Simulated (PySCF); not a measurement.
# Si²⁺ (silicon, charge +2) across methods

[Ne] 3s1 4s1, high-spin 3S determinant (an excited configuration). All numbers are calculated (PySCF 2.14, the non-relativistic Hamiltonian (point nucleus), in dyall-av2z).

```json
{"method": "PBE0", "E (hartree)": "-287.6598", "mean ε 2p β (eV)": "-129.50", "mean ε 3s α (eV)": "-34.814", "mean ε 4s α (eV)": "-13.052", "Σ⟨r²⟩ (bohr²)": "28.81", "⟨S²⟩": "2.000"}
{"method": "PW91", "E (hartree)": "-287.7612", "mean ε 2p β (eV)": "-124.32", "mean ε 3s α (eV)": "-33.644", "mean ε 4s α (eV)": "-12.607", "Σ⟨r²⟩ (bohr²)": "28.41", "⟨S²⟩": "2.000"}
{"method": "UHF", "E (hartree)": "-287.33256", "mean ε 2p β (eV)": "-144.36", "mean ε 3s α (eV)": "-38.241", "mean ε 4s α (eV)": "-14.083", "Σ⟨r²⟩ (bohr²)": "30.18", "⟨S²⟩": "2.000"}
{"method": "BP86", "E (hartree)": "-287.8013", "mean ε 2p β (eV)": "-124.31", "mean ε 3s α (eV)": "-33.694", "mean ε 4s α (eV)": "-12.635", "Σ⟨r²⟩ (bohr²)": "28.46", "⟨S²⟩": "2.000"}
{"method": "LDA", "E (hartree)": "-286.6181", "mean ε 2p β (eV)": "-124.25", "mean ε 3s α (eV)": "-33.751", "mean ε 4s α (eV)": "-12.564", "Σ⟨r²⟩ (bohr²)": "28.48", "⟨S²⟩": "2.000"}
{"method": "B3LYP", "E (hartree)": "-287.7968", "mean ε 2p β (eV)": "-128.67", "mean ε 3s α (eV)": "-34.743", "mean ε 4s α (eV)": "-12.860", "Σ⟨r²⟩ (bohr²)": "28.73", "⟨S²⟩": "2.000"}
{"method": "wB97X-V", "E (hartree)": "-287.7313", "mean ε 2p β (eV)": "-131.41", "mean ε 3s α (eV)": "-37.173", "mean ε 4s α (eV)": "-14.288", "Σ⟨r²⟩ (bohr²)": "29.21", "⟨S²⟩": "2.000"}
{"method": "r2SCAN", "E (hartree)": "-287.7479", "mean ε 2p β (eV)": "-126.30", "mean ε 3s α (eV)": "-33.949", "mean ε 4s α (eV)": "-12.440", "Σ⟨r²⟩ (bohr²)": "29.58", "⟨S²⟩": "2.000"}
```

Question: Estimate the same row for PBE.

Answer: E (hartree) = -287.6348; mean ε 2p β (eV) = -124.12; mean ε 3s α (eV) = -33.545; mean ε 4s α (eV) = -12.585; Σ⟨r²⟩ (bohr²) = 28.51; ⟨S²⟩ = 2.000.

The outer electron is Rydberg-like, and this basis confines it to a smaller radius and binds it less than a complete one would.
